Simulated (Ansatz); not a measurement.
Consider the formal exchange of groups at a C–C bond: `CN/C=C/C=O` + `[CH3][GaH][CH3]` → `[CH3][Ga]([CH3])[CH]=O` + `C=CNC`.

Program: Ansatz. Geometries: PBE0-D4/def2-TZVP. ΔE: electronic, gas phase. CCSD(T)/CBS is the MP2 limit (def2-TZVPP, def2-QZVPP) plus CCSD(T) − MP2 in def2-TZVPP, frozen cores. Functionals use def2-TZVPP. B3LYP here is the variant with VWN-RPA as its local correlation; programs differ in this. For Ga outer-core shells are correlated without core-valence functions, which leaves a few kJ/mol of doubt a bond. Scalar relativity is left out up to krypton. One conformer a species, not always the lowest.

`CN/C=C/C=O`:

Z-matrix (Å, degrees):
```
C
N 1 1.439
H 1 1.096 2 112.6
H 1 1.092 2 110.3 3 -121.4
H 1 1.091 2 109.2 3 120.3
C 2 1.344 1 123.7 3 -93.3
H 2 1.007 1 117.4 3 72.4
C 6 1.352 2 127.3 1 170.7
H 6 1.089 2 114.3 1 -10.5
C 8 1.438 6 119.3 2 178.2
H 8 1.085 6 122.3 2 -1.8
O 10 1.212 8 125.9 6 179.9
H 10 1.116 8 113.9 6 0.1
```

`[CH3][GaH][CH3]`:

```xyz
10

C     0.770    0.385    1.494
Ga   -0.504   -0.487    0.269
C    -0.457   -0.083   -1.660
H     1.714   -0.170    1.480
H     0.414    0.402    2.524
H     0.996    1.406    1.176
H    -1.566   -1.510    0.833
H    -1.036    0.828   -1.848
H    -0.894   -0.880   -2.264
H     0.562    0.109   -2.005
```

`[CH3][Ga]([CH3])[CH]=O`:

Z-matrix (Å, degrees):
```
C
Ga 1 1.968
H 1 1.093 2 109.6
H 1 1.091 2 112.3 3 -121.0
H 1 1.093 2 110.4 3 117.6
C 2 1.968 1 125.1 3 122.5
C 2 2.025 1 117.2 3 -48.9
H 6 1.091 2 112.3 1 -3.8
H 6 1.093 2 109.7 1 -125.0
H 6 1.094 2 110.3 1 117.4
O 7 1.213 2 113.5 1 86.7
H 7 1.119 2 128.4 1 -93.3
```

`C=CNC`:

```xyz
11

C     1.645   -0.183   -1.114
C     0.749    0.270   -0.235
N    -0.610    0.064   -0.260
C    -1.345    0.059    0.981
H     1.367   -0.831   -1.938
H     2.682    0.112   -1.035
H     1.070    0.912    0.582
H    -0.911   -0.632   -0.925
H    -1.140   -0.817    1.614
H    -1.092    0.953    1.554
H    -2.416    0.093    0.775
```

```tsv
species	B3LYP energy (Eh)
`CN/C=C/C=O`	-286.71301
`[CH3][GaH][CH3]`	-2005.36362
`[CH3][Ga]([CH3])[CH]=O`	-2118.72249
`C=CNC`	-173.33046
```

(1) Work out ΔE.

Largest T1 diagnostic among the species: 0.015.

Answers

(1) ΔE = (-2118.72249) + (-173.33046) − (-286.71301) − (-2005.36362) = 0.02368 Eh = +14.9 kcal/mol. CCSD(T)/CBS gives +11.7 kcal/mol.

In def2-TZVPP, CCSD(T) changes the Hartree–Fock value by −2.5 kcal/mol (the triples alone add +0.3 kcal/mol) and MP2 by −0.7 kcal/mol.
